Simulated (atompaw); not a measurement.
u(r) = r·R(r): atom against pseudo-atom (Pm)

Columns: radius, all-electron u(r) and pseudo u(r) of the 6p shell (level -1.22 eV) of promethium in the configuration [Kr] 4d10 4f5 5s2 5p6 5d0 6s2 6p0; PBE, scalar-relativistic, PAW (atompaw) scheme, atompaw 4.2.0.5.

```json
{"r (bohr)": "0.115", "all-electron": "-0.0199", "pseudo": "-0.0117"}
{"r (bohr)": "0.231", "all-electron": "-0.0543", "pseudo": "-0.0461"}
{"r (bohr)": "0.346", "all-electron": "0.0451", "pseudo": "-0.0994"}
{"r (bohr)": "0.462", "all-electron": "0.1021", "pseudo": "-0.1675"}
{"r (bohr)": "0.577", "all-electron": "0.0857", "pseudo": "-0.2428"}
{"r (bohr)": "0.692", "all-electron": "0.0277", "pseudo": "-0.3191"}
{"r (bohr)": "0.808", "all-electron": "-0.0410", "pseudo": "-0.3901"}
{"r (bohr)": "0.923", "all-electron": "-0.1007", "pseudo": "-0.4482"}
{"r (bohr)": "1.038", "all-electron": "-0.1445", "pseudo": "-0.4893"}
{"r (bohr)": "1.154", "all-electron": "-0.1708", "pseudo": "-0.5100"}
{"r (bohr)": "1.269", "all-electron": "-0.1806", "pseudo": "-0.5087"}
{"r (bohr)": "1.385", "all-electron": "-0.1767", "pseudo": "-0.4859"}
{"r (bohr)": "1.500", "all-electron": "-0.1618", "pseudo": "-0.4441"}
{"r (bohr)": "1.615", "all-electron": "-0.1389", "pseudo": "-0.3868"}
{"r (bohr)": "1.731", "all-electron": "-0.1098", "pseudo": "-0.3181"}
{"r (bohr)": "1.846", "all-electron": "-0.0771", "pseudo": "-0.2438"}
{"r (bohr)": "1.962", "all-electron": "-0.0418", "pseudo": "-0.1677"}
{"r (bohr)": "2.077", "all-electron": "-0.0058", "pseudo": "-0.0949"}
{"r (bohr)": "2.192", "all-electron": "0.0304", "pseudo": "-0.0278"}
{"r (bohr)": "2.308", "all-electron": "0.0663", "pseudo": "0.0321"}
{"r (bohr)": "2.423", "all-electron": "0.1010", "pseudo": "0.0832"}
{"r (bohr)": "2.538", "all-electron": "0.1342", "pseudo": "0.1266"}
{"r (bohr)": "2.654", "all-electron": "0.1662", "pseudo": "0.1638"}
{"r (bohr)": "2.769", "all-electron": "0.1961", "pseudo": "0.1957"}
{"r (bohr)": "2.885", "all-electron": "0.2245", "pseudo": "0.2245"}
{"r (bohr)": "3.000", "all-electron": "0.2509", "pseudo": "0.2509"}
```

Problem. How many radial nodes do the two functions have?

Solution. The all-electron 6p function has n − l − 1 = 4 (the table is too coarse to show those close to the nucleus); the pseudo-wave has 1, since 1 lower shell of the same l stays in the valence.

Problem. Is the pseudo-wave norm-conserving?

Solution. No, it belongs to a PAW set: the norm inside the radius is not constrained, and the difference is carried by the augmentation charge.
